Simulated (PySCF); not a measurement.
## Unknown compound

Molecular formula: C7H12NP. Simulated spectra:

1H NMR (500 MHz, computed): δ 6.39 (m, 1H), 2.18 (m, 3H), 2.18 (m, 3H), 2.01 (s, 3H), 1.05 (br s, 2H).

13C{1H} NMR (computed): δ 162.3 (C), 149.8 (C), 146.3 (C), 142.9 (CH), 18.8 (CH3), 17.4 (CH3), 13.9 (CH3).

- GFN2-xTB structure
- shielding tensors at PBE0/pcSseg-1 (GIAO)
- program: PySCF
- equivalent nuclei averaged, no solvent model, non-relativistic, one conformer

Shifts are taken against calculated references (same method and geometry level): 1H and 13C against TMS.

**Question.** Which candidate is it?
A. Cc1cc(C)p(N)c1C
B. Cc1cn(C(C)C)cp1
C. CCc1cpcn1CC
D. CC(C)c1pccn1C
E. CCc1cn(CC)cp1
F. N#CCP1CCCCC1

**Answer.** A. 

- 7 carbon signals for 7 carbons: no two carbons are equivalent.
- Carbon types of the structure: 3 × C, 1 × CH, 3 × CH3, leaving 2 H on heteroatoms.
- δC 162.3, 149.8, 146.3: unsaturated ring carbon.
- δC 142.9: unsaturated ring CH.
- δC 18.8, 17.4, 13.9: methyl carbon on an unsaturated ring; a saturated carbon with 1 carbon neighbour and no heteroatom attached.
- δH 2.18, 2.18, 2.01: hydrogen on a methyl carbon on an unsaturated ring.
- δH 1.05: hydrogen on a nitrogen bonded to P; labile proton, position sensitive to the medium.

The others: CCc1cpcn1CC would give 6 signals for carbon-bound and other non-exchanging H, not 4; Cc1cn(C(C)C)cp1 would give 6 carbon signals, not 7; CC(C)c1pccn1C would give 6 carbon signals, not 7; CCc1cn(CC)cp1 would give 6 signals for carbon-bound and other non-exchanging H, not 4; N#CCP1CCCCC1 would give 5 carbon signals, not 7.

Exchangeable OH/NH protons stand at their gas-phase positions; hydrogen bonding in a real sample shifts them, mostly to higher δ. Splittings by 31P in the carbon and heteronuclear signals aren't shown, as no couplings were computed. Shifts are as computed. Against solution values, carbons near 30 ppm lie about +3 ppm off and those near 130 ppm about +5 ppm. Of 1211 compounds with measured shifts, 218 miss one by over three times the rms of a fit or turn the order of signals round; such compounds aren't used in these exercises. Multiplicities follow the n + 1 count of equivalent neighbours, as no J values were calculated; m marks all less simple cases, F and P coupling included.
